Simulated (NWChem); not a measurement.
**Correlation energy of arsine (H₃As)**

SMILES: [AsH3]
```xyz
4

As     0.0010     0.0726     0.0000
H     -0.6465    -0.7900     1.1000
H     -0.6465    -0.7900    -1.1000
H      1.2585    -0.8174     0.0000
```
Charge 0, spin multiplicity 1.

Everything below was run with NWChem. The geometry was optimised at PBE/def2-SVP, a minimum by its harmonic frequencies.

Basis set: def2-TZVP. Each correlation energy counts from its own Hartree-Fock reference.

```csv
method,correlation energy (mHa),difference from CCSD(T)
CCSD+T(CCSD),-306.2,-0.7
SCS-MP2,-268.7,+36.8
MP2,-276.6,+28.9
CCSD(T),-305.5,0.0
CCSD,-296.2,+9.3
CR-CCSD(T),-303.9,+1.6
CR-CCSD[T],-304.5,+1.0
```

The values span 37.5 mHa, from CCSD+T(CCSD) (lowest) to SCS-MP2 (highest). 

The Hamiltonian is non-relativistic. The correlated methods keep 9 core orbitals frozen. No row is a measurement; the coupled-cluster row has its own basis-set and correlation limits.
